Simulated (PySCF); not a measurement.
**Property card for `CC(C)(C)/C=C\C#N`**

Species: C7H11N.
Atom-mapped SMILES: `[CH3:1][C:2]([CH3:3])([CH3:4])/[CH:5]=[CH:6]\[C:7]#[N:8]` (hydrogens: H9, H10, H11 on C1; H12, H13, H14 on C3; H15, H16, H17 on C4; H18 on C5; H19 on C6)

Some functional groups and rings: nitrile and C=C double bond.

**GFN2-xTB geometry**

| Quantity | Value |
| --- | --- |
| Rotational constants A, B, C of the GFN2-xTB geometry | 3.615, 1.393, 1.288 GHz |

**PBE0/def2-SVPD ground state and vertical TDDFT (core frozen in the response) (PySCF)**

| Quantity | Value |
| --- | --- |
| Dipole moment | 4.03 D |
| HOMO energy | -7.95 eV |
| LUMO energy | -1.50 eV |
| HOMO–LUMO gap | 6.45 eV |
| Lowest singlet excitation | 5.96 eV (208 nm, f = 0.291) |
| Strongest line among the 8 lowest singlet transitions | S1 at 5.96 eV (208 nm, f = 0.291) |
| Lowest triplet excitation (Tamm–Dancoff) | 3.59 eV |
| Static isotropic polarisability | 87.3 au |
| Electronic spatial extent ⟨r²⟩ about the centre of nuclear charge | 1043 bohr² |

Monoisotopic mass from the formula: 109.0891 u.

With B = h/(8π²I), that is 505.379 GHz u Å² over I, the principal moments of inertia are 139.8, 362.9 and 392.5 u Å² (most abundant isotopes); the inertial defect Ic − Ia − Ib is -110.2 u Å² (zero for a rigid planar frame, negative otherwise). The dipole equals about 13.4 × 10⁻³⁰ C·m (1 D = 3.33564 × 10⁻³⁰ C·m). The principal polarisabilities are 72.0, 81.7 and 108.3 au; their mean is the isotropic value. No computed singlet falls in the visible range (750 to 380 nm, 1.65 to 3.26 eV); S1 lies 2.70 eV above its blue end.

Isolated species at its GFN2-xTB geometry, gas phase.

Shape of the structure used: `[CH3:1][C:2]([CH3:3])([CH3:4])/[CH:5]=[CH:6]\[C:7]#[N:8]`: C1–C2–C5–C6 179°.
